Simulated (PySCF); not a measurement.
Z-matrix (Å, degrees):
```
Mo
O 1 1.9175
H 2 0.9794 1 109.30
O 1 1.9444 2 151.98 3 -44.70
H 4 0.9753 1 113.24 2 -30.43
N 1 1.9748 2 109.40 3 91.98
H 6 1.0222 1 128.08 2 115.87
H 6 1.0232 7 111.36 1 -168.27
O 1 1.9768 2 78.30 3 11.97
H 9 0.9767 1 108.82 2 -170.22
N 1 1.9853 2 93.88 3 170.91
H 11 1.0214 1 123.70 2 77.04
H 11 1.0235 12 110.36 1 167.45
N 1 2.0003 2 84.64 3 -105.33
H 14 1.0255 1 124.58 2 -164.85
H 14 1.0256 15 109.72 5 161.73
```
Charge 0, spin multiplicity 1.

Question: What total energy, LUMO, HOMO, dipole moment and charge on the central atom (Mulliken) does TPSSh-D3(BJ)/def2-TZVP // TPSS-D3(BJ)/def2-SVP (PySCF 2.14.0) give?

Answer: 
| Property | Value |
|---|---|
| total energy | -463.8617 Ha |
| LUMO | -2.94 eV |
| HOMO | -6.51 eV |
| dipole moment | 1.99 D |
| charge on the central atom (Mulliken) | 1.47 e |
